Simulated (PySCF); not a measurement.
mesitylene (C9H12), singlet, geometry from GFN2-xTB; HF/STO-3G (PySCF).

The PySCF input:
```python
from pyscf import gto, scf

mol = gto.Mole()
mol.atom = '''
    C    -2.439771   -1.555189   -0.098722
    C    -1.177081   -0.748580   -0.034602
    C    -1.220282    0.637063   -0.092220
    C    -0.057334    1.393426   -0.055782
    C    -0.121339    2.891327   -0.092035
    C     1.163357    0.740886    0.041100
    C     1.234089   -0.643767    0.100287
    C     2.561394   -1.337193    0.181112
    C     0.056652   -1.376848    0.060699
    H    -2.335947   -2.483557    0.458506
    H    -3.280285   -0.993932    0.303091
    H    -2.667527   -1.808292   -1.134967
    H    -2.176590    1.136532   -0.165310
    H    -0.214666    3.284481    0.921099
    H    -0.982495    3.229456   -0.664086
    H     0.781409    3.308154   -0.532772
    H     2.075194    1.321311    0.072557
    H     3.297086   -0.711069    0.680820
    H     2.475296   -2.278927    0.718532
    H     2.929432   -1.554536   -0.822404
    H     0.100980   -2.456366    0.105905
'''
mol.basis = 'sto-3g'
mol.charge = 0
mol.spin = 0
mol.verbose = 4
mol.build()

mf = scf.RHF(mol)
mf.kernel()
```

Problem. What does PySCF print? Leave out banner, timings and long lists.

Solution. 
```
PySCF version 2.14.0

[INPUT] verbose = 4
[INPUT] num. atoms = 21
[INPUT] num. electrons = 66
[INPUT] charge = 0
[INPUT] spin (= nelec alpha-beta = 2S) = 0
[INPUT] symmetry False subgroup None
[INPUT] Mole.unit = angstrom
[INPUT] Symbol           X                Y                Z      unit          X                Y                Z       unit  Magmom
[INPUT]  1 C     -2.439771000000  -1.555189000000  -0.098722000000 AA   -4.610498996656  -2.938881281936  -0.186557542469 Bohr   0.0
[INPUT]  2 C     -1.177081000000  -0.748580000000  -0.034602000000 AA   -2.224360716429  -1.414611182327  -0.065388303362 Bohr   0.0
[INPUT]  3 C     -1.220282000000   0.637063000000  -0.092220000000 AA   -2.305998774737   1.203874594094  -0.174270543207 Bohr   0.0
[INPUT]  4 C     -0.057334000000   1.393426000000  -0.055782000000 AA   -0.108345557626   2.633193514848  -0.105412702680 Bohr   0.0
[INPUT]  5 C     -0.121339000000   2.891327000000  -0.092035000000 AA   -0.229297478229   5.463816166560  -0.173920943874 Bohr   0.0
[INPUT]  6 C      1.163357000000   0.740886000000   0.041100000000 AA    2.198426115096   1.400071629525   0.077667743720 Bohr   0.0
[INPUT]  7 C      1.234089000000  -0.643767000000   0.100287000000 AA    2.332090223338  -1.216543318033   0.189514963854 Bohr   0.0
[INPUT]  8 C      2.561394000000  -1.337193000000   0.181112000000 AA    4.840333157104  -2.526928545686   0.342252077872 Bohr   0.0
[INPUT]  9 C      0.056652000000  -1.376848000000   0.060699000000 AA    0.107056764409  -2.601865635155   0.114704486035 Bohr   0.0
[INPUT] 10 H     -2.335947000000  -2.483557000000   0.458506000000 AA   -4.414300071499  -4.693242544746   0.866450766470 Bohr   0.0
[INPUT] 11 H     -3.280285000000  -0.993932000000   0.303091000000 AA   -6.198840260519  -1.878259266441   0.572758980821 Bohr   0.0
[INPUT] 12 H     -2.667527000000  -1.808292000000  -1.134967000000 AA   -5.040895459883  -3.417176633242  -2.144776790419 Bohr   0.0
[INPUT] 13 H     -2.176590000000   1.136532000000  -0.165310000000 AA   -4.113158985467   2.147734211804  -0.312390625652 Bohr   0.0
[INPUT] 14 H     -0.214666000000   3.284481000000   0.921099000000 AA   -0.405659948256   6.206769551338   1.740624843611 Bohr   0.0
[INPUT] 15 H     -0.982495000000   3.229456000000  -0.664086000000 AA   -1.856646468755   6.102787371333  -1.254940663158 Bohr   0.0
[INPUT] 16 H      0.781409000000   3.308154000000  -0.532772000000 AA    1.476649001270   6.251505037884  -1.006793166837 Bohr   0.0
[INPUT] 17 H      2.075194000000   1.321311000000   0.072557000000 AA    3.921548315341   2.496915915375   0.137112858420 Bohr   0.0
[INPUT] 18 H      3.297086000000  -0.711069000000   0.680820000000 AA    6.230589549138  -1.343725665668   1.286563340126 Bohr   0.0
[INPUT] 19 H      2.475296000000  -2.278927000000   0.718532000000 AA    4.677631517231  -4.306547887877   1.357828691736 Bohr   0.0
[INPUT] 20 H      2.929432000000  -1.554536000000  -0.822404000000 AA    5.535824180537  -2.937647290777  -1.554118323747 Bohr   0.0
[INPUT] 21 H      0.100980000000  -2.456366000000   0.105905000000 AA    0.190824544059  -4.641859001693   0.200131445222 Bohr   0.0

nuclear repulsion = 422.006060842375
number of shells = 39
number of NR pGTOs = 171
number of NR cGTOs = 57
basis = sto-3g
ecp = {}

******** <class 'pyscf.scf.hf.RHF'> ********
method = RHF
initial guess = minao
damping factor = 0
level_shift factor = 0
DIIS = <class 'pyscf.scf.diis.CDIIS'>
diis_start_cycle = 1
diis_space = 8
diis_damp = 0
SCF conv_tol = 1e-09
SCF conv_tol_grad = None
SCF max_cycles = 50
direct_scf = True
direct_scf_tol = 1e-13
Set gradient conv threshold to 3.16228e-05
Initial guess from minao.
init E= -346.31832934312
  HOMO = -0.186615183126018  LUMO = 0.140128641983505  gap/eV = 8.89115
cycle= 1 E= -343.591218344314  delta_E= 2.73  |g|= 0.34  |ddm|= 5.84
  HOMO = -0.250293855852283  LUMO = 0.285474037777406  gap/eV = 14.57899
cycle= 2 E= -343.639156013932  delta_E= -0.0479  |g|= 0.0844  |ddm|= 0.645
  HOMO = -0.265909982311088  LUMO = 0.272160332633003  gap/eV = 14.64164
cycle= 3 E= -343.642179834662  delta_E= -0.00302  |g|= 0.0138  |ddm|= 0.19
  HOMO = -0.261880943150248  LUMO = 0.276065055020526  gap/eV = 14.63826
cycle= 4 E= -343.642236815895  delta_E= -5.7e-05  |g|= 0.00141  |ddm|= 0.0199
  HOMO = -0.261097535461099  LUMO = 0.276873213468315  gap/eV = 14.63893
cycle= 5 E= -343.642237434341  delta_E= -6.18e-07  |g|= 0.000222  |ddm|= 0.00197
  HOMO = -0.261158690274899  LUMO = 0.276809346193353  gap/eV = 14.63886
cycle= 6 E= -343.642237461518  delta_E= -2.72e-08  |g|= 6.63e-05  |ddm|= 0.000446
  HOMO = -0.261166432352481  LUMO = 0.276802092196078  gap/eV = 14.63887
cycle= 7 E= -343.642237464179  delta_E= -2.66e-09  |g|= 3.39e-05  |ddm|= 0.000118
  HOMO = -0.261165807239434  LUMO = 0.276802626044069  gap/eV = 14.63887
cycle= 8 E= -343.642237465489  delta_E= -1.31e-09  |g|= 8.31e-06  |ddm|= 0.000131
  HOMO = -0.26116613267352  LUMO = 0.276802010445145  gap/eV = 14.63886
cycle= 9 E= -343.642237465572  delta_E= -8.37e-11  |g|= 1.18e-06  |ddm|= 3.74e-05
  HOMO = -0.261166242752785  LUMO = 0.276801921963724  gap/eV = 14.63886
Extra cycle  E= -343.642237465568  delta_E= 4.09e-12  |g|= 5.74e-07  |ddm|= 2.24e-06
converged SCF energy = -343.642237465568
```
